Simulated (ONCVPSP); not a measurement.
# Transferability test, ONCV potential for cobalt (Co)

- Element: cobalt (Co)
- Generator: ONCVPSP 4.0.1
- Type: optimised norm-conserving Vanderbilt (ONCV)
- Functional: PBE
- Relativity: fully relativistic
- Frozen core: [Ne]
- Valence charge: 17
- Reference configuration: 3s2 3p6 3d7 4s2
- Partial waves: 3s+4s: rc 1.55 bohr, ncon 3, nbas 7, qcut 6.9 1/bohr, 2 projectors; 3p: rc 1.25 bohr, ncon 3, nbas 6, qcut 9.9 1/bohr, 2 projectors, debl 3.2 Ha; 3d: rc 1.45 bohr, ncon 4, nbas 8, qcut 11.9 1/bohr, 2 projectors, debl 3.5 Ha
- Local potential: polynomial inside 0.85 bohr (lpopt 5, dvloc0 4 Ha)
- Core correction: Teter function fitted to the true core (icmod 2), fcfact 0.6

Open shells are filled in proportion to 2j + 1.

Energies are relative to the spin-unpolarised reference configuration 3s2 3p6 3d7 4s2; without spin polarisation the order of configurations can differ from experiment.

```tsv
valence configuration	charge	ΔE all-electron (eV)	error AE − PS (meV)
3s2 3p6 3d6 4s0	+3	61.685	+12
3s2 3p6 3d7.5 4s1.5	0	-0.961	+4.2
```

What are ΔE and the potential's error for 3s2 3p6 3d7 4s1?

ΔE = 9.031 eV all-electron; the error (AE − PS) is +1.1 meV.

What are ΔE and the potential's error for 3s2 3p6 3d7 4s0?

ΔE = 25.816 eV all-electron; the error (AE − PS) is +3.9 meV.
